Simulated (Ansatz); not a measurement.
System: trimethyl(trifluoromethyl)germane, C4H9F3Ge, net charge 0, singlet state. 
Structure (B3LYP-D3(BJ)/def2-TZVP (Ansatz, a program for electronic structure) minimum search):
SMILES: [Ge]([CH3])([CH3])([CH3])[C](F)(F)F
```xyz
17

C      0.0405     2.2171    -0.4402
Ge    -0.1341     0.4995     0.4858
C      1.2079     0.2612     1.8930
C     -1.9579     0.1652     1.1181
C      0.2487    -0.9267    -0.9012
F     -0.6166    -0.8786    -1.9477
F      0.1620    -2.1831    -0.3914
F      1.4950    -0.8145    -1.4308
H      1.0474     2.3300    -0.8408
H     -0.1538     3.0368     0.2520
H     -0.6725     2.2779    -1.2618
H      2.2105     0.3815     1.4837
H      1.0608     1.0018     2.6796
H      1.1248    -0.7333     2.3303
H     -2.0292    -0.8290     1.5583
H     -2.6635     0.2336     0.2907
H     -2.2331     0.9019     1.8733
```
Charge 0, spin multiplicity 1.

Total electronic energies in hartree. Cores are frozen in the correlated levels unless marked. Spin-orbit coupling is left out. Frozen are the shells of the preceding noble gas and the d and f shells that filled before the atom's block. Non-relativistic. CBS marks a two-point X^-3 extrapolation of the correlation energy; Hartree-Fock from the larger set. [CCSD(T)-MP2]/basis is that difference in the basis named.

```tsv
level	program	energy (Eh)
HF/aug-cc-pVDZ	Ansatz	-2530.44185
PBE-D3(BJ)/def2-TZVPD	Ansatz + dftd3	-2533.80279
PBE-D4/def2-TZVPD	Ansatz + dftd4	-2533.80322
r2SCAN-D3(BJ)/def2-TZVPD	Ansatz + dftd3	-2534.38516
B3LYP-D4/def2-TZVPD	Ansatz + dftd4	-2534.67989
B3LYP/def2-TZVPD	Ansatz	-2534.65734
PBE0/STO-3G	Ansatz	-2503.63365
BHLYP/def2-TZVPD	Ansatz	-2534.37024
r2SCAN0-D4/def2-TZVPD	Ansatz + dftd4	-2534.31070
LC-wPBE/def2-TZVPD	Ansatz	-2534.08108
B2GP-PLYP/def2-TZVPD	Ansatz	-2533.65377
B2PLYP-D3(BJ)/def2-TZVPD	Ansatz + dftd3	…
PBE-QIDH/def2-TZVPD	Ansatz	-2533.42732
RPA@PBE/cc-pVQZ	Ansatz	-2533.26680
MP2/cc-pVDZ	Ansatz	-2531.62534
RI-MP2/cc-pVQZ	Ansatz	-2532.35511
SCS-MP2/aug-cc-pVDZ	Ansatz	-2531.71734
SCS-MP2/cc-pVDZ	Ansatz	-2531.60294
CCSD/STO-3G	Ansatz	-2501.18703
CCSD(T)/STO-3G	Ansatz	-2501.19290
CCSD(T)/aug-cc-pVDZ	Ansatz	-2531.85153
CCSD(T)/aug-cc-pVTZ	Ansatz	-2532.34622
RI-MP2/CBS(aug-cc-pVTZ,aug-cc-pVQZ)+[CCSD(T)-MP2]/aug-cc-pVTZ	Ansatz	-2532.5588
```

Q: What belongs in the gaps?

A: 
- B2PLYP-D3(BJ)/def2-TZVPD, energy (Eh): -2533.89094
